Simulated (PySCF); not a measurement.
# Dipole response of Ar (argon, neutral)

[Ar], closed-shell 1S. All numbers are calculated (PySCF 2.14, no relativity, point nucleus, in dyall-av2z). Coupled (time-dependent) response in atomic units; α is the mean over directions. A double-zeta set is small for polarisabilities.

```
 method  mean α (bohr³)  C₆ (like pair)  S(−4)
    UHF           9.358           54.44  16.78
    PBE           10.02           58.88  21.92
   PBE0           9.766           57.16  19.72
r2SCANh           9.712           58.29  18.12
   TPSS           9.960           58.99  20.93
```

S(−4) is the Cauchy moment in α(ω) = α(0) + S(−4) ω² + …

Reference α: 11.083 ± 0.007 bohr³ (recommended; Schwerdtfeger and Nagle, table of static dipole polarizabilities (2023 update)). Published C₆: 64.20 (Chu and Dalgarno (2004); Tang, Norbeck and Certain (1976)).

α(iu) at PBE:

| u (hartree) | α(iu) (bohr³) |
| --- | --- |
| 0 | 10.02 |
| 0.0500 | 9.969 |
| 0.100 | 9.812 |
| 0.200 | 9.255 |
| 0.300 | 8.510 |
| 0.500 | 6.924 |
| 0.750 | 5.216 |
| 1.00 | 3.932 |
| 1.50 | 2.344 |
| 2.00 | 1.511 |
| 3.00 | 0.7595 |
| 5.00 | 0.3008 |

A single London oscillator, α(iu) = α/(1 + u²/ω²), gives C₆ = (3/4) ω α². Matching the computed C₆ needs ω = 4 × 58.88 / (3 × 10.02²) = 0.782 hartree.
